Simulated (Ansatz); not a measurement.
Basis sets compared for (OH)3Hf-NH-SiH3 (HfSiNO3H7). The state is a singlet with charge 0. Geometry PBE0-D4/def2-SVP. Ansatz on 4 threads of Intel Xeon Platinum 8259CL on a shared host; times are rough, and most runs start from earlier orbitals.

```
atom    x (Å)    y (Å)    z (Å)
 Hf1  -0.7360   0.3614  -0.7865
  O2  -1.9907  -1.0590  -0.4245
  O3  -0.4698   0.6574  -2.6757
  O4  -1.3055   1.9734   0.1090
  N5   1.1167  -0.1983  -0.0643
 Si6   1.4983  -0.7447   1.5359
  H7  -2.6406  -1.6999  -0.1491
  H8  -0.6006   0.8428  -3.6027
  H9  -1.5490   2.7471   0.6097
 H10   1.9170  -0.1486  -0.6947
 H11   2.0227  -2.1500   1.5829
 H12   0.2272  -0.6980   2.3270
 H13   2.5101   0.1164   2.2329
```

In the def2 sets Hf takes a core potential; there is no spin–orbit coupling.

Binding counts from free atoms (Hf triplet, O triplet, N quartet, Si triplet, H doublet) in the same basis, without a counterpoise term.

```json
{"level": "PBE-D4/def2-SVP", "functions": "141", "energy (Eh)": "-621.6571", "HOMO (eV)": "-5.59", "LUMO (eV)": "-0.61", "binding per atom (eV)": "4.11", "wall time": "1.8 s"}
{"level": "PBE-D4/def2-TZVP (with forces)", "functions": "243", "energy (Eh)": "-622.1152", "HOMO (eV)": "-5.77", "LUMO (eV)": "-0.83", "binding per atom (eV)": "4.11", "wall time": "3.5 s"}
{"level": "r2SCAN-D4/def2-TZVP", "functions": "243", "energy (Eh)": "-622.4098", "HOMO (eV)": "-6.07", "LUMO (eV)": "-0.33", "binding per atom (eV)": "4.06", "wall time": "4.4 s"}
{"level": "PBE0-D4/def2-SVP", "functions": "141", "energy (Eh)": "-621.6543", "HOMO (eV)": "-6.98", "LUMO (eV)": "0.13", "binding per atom (eV)": "4.00", "wall time": "2.4 s"}
{"level": "PBE0-D4/def2-TZVP", "functions": "243", "energy (Eh)": "-622.1105", "HOMO (eV)": "-7.12", "LUMO (eV)": "-0.10", "binding per atom (eV)": "4.00", "wall time": "4.1 s"}
```

(1) Estimate the rows for PBE-D4/def2-TZVPD, r2SCAN-D4/def2-TZVPD, PBE0-D4/def2-TZVPD.

## Answers

(1) 
| level | functions | energy (Eh) | HOMO (eV) | LUMO (eV) | binding per atom (eV) | wall time |
| --- | --- | --- | --- | --- | --- | --- |
| PBE-D4/def2-TZVPD | 306 | -622.1211 | -5.88 | -1.08 | 4.11 | 4.3 s |
| r2SCAN-D4/def2-TZVPD | 306 | -622.4136 | -6.14 | -0.55 | 4.07 | 7 s |
| PBE0-D4/def2-TZVPD | 306 | -622.1153 | -7.20 | -0.41 | 4.01 | 6 s |
